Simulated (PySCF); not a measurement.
PySCF input (M06-2X/6-311+G**):

```python
from pyscf import gto, dft

mol = gto.M(
    atom='''
    N     1.52683700   -0.21046600   -0.24108700
    Si   -0.14836000    0.10085200   -0.32272800
    O    -0.85056300   -1.33939300    0.10362800
    O    -0.37941800    1.36026400    0.73068100
    H     1.91498100   -1.07061600   -0.59243000
    H     2.19630200    0.54135700   -0.21801500
    H    -1.73924300   -1.49636700   -0.22587800
    H    -1.14301900    1.91999700    0.56764500
    ''',
    basis='6-311+g**',
    charge=0,
    spin=1,
    verbose=4,
)

mf = dft.UKS(mol, xc='m062x')
mf.grids.level = 4
mf.conv_tol = 1e-9
mf.max_cycle = 100
mf.max_memory = 1500
mf.kernel()
if not mf.converged:
    mf = mf.newton()
    mf.kernel(mf.make_rdm1())
mo, _, stable, _ = mf.stability(return_status=True)
if not stable:
    mf.kernel(mf.make_rdm1(mo, mf.mo_occ))
    stable = mf.stability(return_status=True)[2]
mf.dip_moment()
```

Output:

```
PySCF version 2.14.0

[INPUT] verbose = 4
[INPUT] num. atoms = 8
[INPUT] num. electrons = 41
[INPUT] charge = 0
[INPUT] spin (= nelec alpha-beta = 2S) = 1
[INPUT] symmetry False subgroup None
[INPUT] Mole.unit = angstrom
[INPUT] Symbol           X                Y                Z      unit          X                Y                Z       unit  Magmom
[INPUT]  1 N      1.526837000000  -0.210466000000  -0.241087000000 AA    2.885303766853  -0.397723098533  -0.455588402193 Bohr   0.0
[INPUT]  2 Si    -0.148360000000   0.100852000000  -0.322728000000 AA   -0.280359767840   0.190582659115  -0.609867532729 Bohr   0.0
[INPUT]  3 O     -0.850563000000  -1.339393000000   0.103628000000 AA   -1.607331121688  -2.531085943160   0.195828538836 Bohr   0.0
[INPUT]  4 O     -0.379418000000   1.360264000000   0.730681000000 AA   -0.716996106730   2.570526417105   1.380786974423 Bohr   0.0
[INPUT]  5 H      1.914981000000  -1.070616000000  -0.592430000000 AA    3.618789623746  -2.023171024577  -1.119530447976 Bohr   0.0
[INPUT]  6 H      2.196302000000   0.541357000000  -0.218015000000 AA    4.150409266834   1.023016465616  -0.411988641047 Bohr   0.0
[INPUT]  7 H     -1.739243000000  -1.496367000000  -0.225878000000 AA   -3.286692934067  -2.827723811837  -0.426847557565 Bohr   0.0
[INPUT]  8 H     -1.143019000000   1.919997000000   0.567645000000 AA   -2.159992865174   3.628268489987   1.072693585979 Bohr   0.0

nuclear repulsion = 176.181641678004
number of shells = 60
number of NR pGTOs = 186
number of NR cGTOs = 120
basis = 6-311+g**
ecp = {}

******** <class 'pyscf.dft.uks.UKS'> ********
method = UKS
initial guess = minao
damping factor = 0
level_shift factor = 0
DIIS = <class 'pyscf.scf.diis.CDIIS'>
diis_start_cycle = 1
diis_space = 8
diis_damp = 0
SCF conv_tol = 1e-09
SCF conv_tol_grad = None
SCF max_cycles = 100
direct_scf = True
direct_scf_tol = 1e-13
number electrons alpha = 21  beta = 20
XC library pyscf.dft.libxc version 7.1.2
    S. Lehtola, C. Steigemann, M. J. T. Oliveira, and M. A. L. Marques,  SoftwareX 7, 1–5 (2018)
XC functionals = m062x
    Y. Zhao and D. G. Truhlar,  Theor. Chem. Acc. 120, 215 (2008)
    Y. Zhao and D. G. Truhlar,  Theor. Chem. Acc. 120, 215 (2008)
radial grids:
    Treutler-Ahlrichs [JCP 102, 346 (1995); DOI:10.1063/1.469408] (M4) radial grids

becke partition: Becke, JCP 88, 2547 (1988); DOI:10.1063/1.454033
pruning grids: <function nwchem_prune>
grids dens level: 4
symmetrized grids: False
atomic radii adjust function: <function treutler_atomic_radii_adjust>
small_rho_cutoff = 0
Set gradient conv threshold to 3.16228e-05
tot grids = 176152
init E= -497.499152531114
  alpha nocc = 21  HOMO = -0.162850998409027  LUMO = -0.0076070132006873
  beta  nocc = 20  HOMO = -0.344429869876407  LUMO = -0.162850998409056

WARN: HOMO -0.162850998409027 >= LUMO -0.162850998409056

cycle= 1 E= -497.005977533388  delta_E= 0.493  |g|= 0.623  |ddm|= 2.11
  alpha nocc = 21  HOMO = -0.20040856393075  LUMO = 0.0117061310102937
  beta  nocc = 20  HOMO = -0.264079545201922  LUMO = -0.0719273905779119
  HOMO = -0.200408563931  LUMO = -0.0719273905779  gap/eV = 3.49615
cycle= 2 E= -496.935534787773  delta_E= 0.0704  |g|= 0.782  |ddm|= 1.25
  alpha nocc = 21  HOMO = -0.23670470629429  LUMO = 0.0121124736990623
  beta  nocc = 20  HOMO = -0.338176680111872  LUMO = -0.0679188337259262
  HOMO = -0.236704706294  LUMO = -0.0679188337259  gap/eV = 4.59290
cycle= 3 E= -497.151971338215  delta_E= -0.216  |g|= 0.0446  |ddm|= 0.763
  alpha nocc = 21  HOMO = -0.23998872492426  LUMO = 0.00911605391361731
  beta  nocc = 20  HOMO = -0.346017487369295  LUMO = -0.0707302736650206
  HOMO = -0.239988724924  LUMO = -0.070730273665  gap/eV = 4.60576
cycle= 4 E= -497.152934315926  delta_E= -0.000963  |g|= 0.0235  |ddm|= 0.0878
  alpha nocc = 21  HOMO = -0.240544424202781  LUMO = 0.00843095151895239
  beta  nocc = 20  HOMO = -0.338455296724118  LUMO = -0.073285443451681
  HOMO = -0.240544424203  LUMO = -0.0732854434517  gap/eV = 4.55135
cycle= 5 E= -497.153218656398  delta_E= -0.000284  |g|= 0.00822  |ddm|= 0.039
  alpha nocc = 21  HOMO = -0.24172820774713  LUMO = 0.0080906074523323
  beta  nocc = 20  HOMO = -0.339921525784751  LUMO = -0.0746890996101968
  HOMO = -0.241728207747  LUMO = -0.0746890996102  gap/eV = 4.54537
cycle= 6 E= -497.153280145015  delta_E= -6.15e-05  |g|= 0.00222  |ddm|= 0.0213
  alpha nocc = 21  HOMO = -0.242155164396436  LUMO = 0.00822225115013462
  beta  nocc = 20  HOMO = -0.33991083401607  LUMO = -0.0751863208631107
  HOMO = -0.242155164396  LUMO = -0.0751863208631  gap/eV = 4.54345
cycle= 7 E= -497.153290892016  delta_E= -1.07e-05  |g|= 0.000657  |ddm|= 0.0115
  alpha nocc = 21  HOMO = -0.242052711891731  LUMO = 0.00827208287411075
  beta  nocc = 20  HOMO = -0.33985211305955  LUMO = -0.0752113105775294
  HOMO = -0.242052711892  LUMO = -0.0752113105775  gap/eV = 4.53999
cycle= 8 E= -497.153291718734  delta_E= -8.27e-07  |g|= 0.00029  |ddm|= 0.00371
  alpha nocc = 21  HOMO = -0.242109490992718  LUMO = 0.00825579173455996
  beta  nocc = 20  HOMO = -0.339901485372529  LUMO = -0.0752810665433827
  HOMO = -0.242109490993  LUMO = -0.0752810665434  gap/eV = 4.53963
cycle= 9 E= -497.153291846281  delta_E= -1.28e-07  |g|= 7.16e-05  |ddm|= 0.00151
  alpha nocc = 21  HOMO = -0.242097138300892  LUMO = 0.00825004839706893
  beta  nocc = 20  HOMO = -0.339915949638465  LUMO = -0.0752828294658343
  HOMO = -0.242097138301  LUMO = -0.0752828294658  gap/eV = 4.53925
cycle= 10 E= -497.153291856778  delta_E= -1.05e-08  |g|= 1.8e-05  |ddm|= 0.000539
  alpha nocc = 21  HOMO = -0.242097082028806  LUMO = 0.00824663637809179
  beta  nocc = 20  HOMO = -0.33992040665346  LUMO = -0.0752905176340448
  HOMO = -0.242097082029  LUMO = -0.075290517634  gap/eV = 4.53904
cycle= 11 E= -497.153291857371  delta_E= -5.93e-10  |g|= 5.27e-06  |ddm|= 6.91e-05
  alpha nocc = 21  HOMO = -0.242097110277697  LUMO = 0.00824631844534467
  beta  nocc = 20  HOMO = -0.339921426934084  LUMO = -0.0752901411353832
  HOMO = -0.242097110278  LUMO = -0.0752901411354  gap/eV = 4.53905
Extra cycle  E= -497.15329185741  delta_E= -3.88e-11  |g|= 2.43e-06  |ddm|= 2.75e-05
converged SCF energy = -497.15329185741  <S^2> = 0.75318681  2S+1 = 2.0031843
uhf_internal: lowest eigs of H = [0.32557564 0.33729776 0.35868251]
<class 'pyscf.dft.uks.UKS'> wavefunction is stable in the internal stability analysis
Dipole moment(X, Y, Z, Debye): -1.04580,  0.65289, -2.02520
```

The geometry given is a B3LYP-D3(BJ)/def2-TZVP minimum.
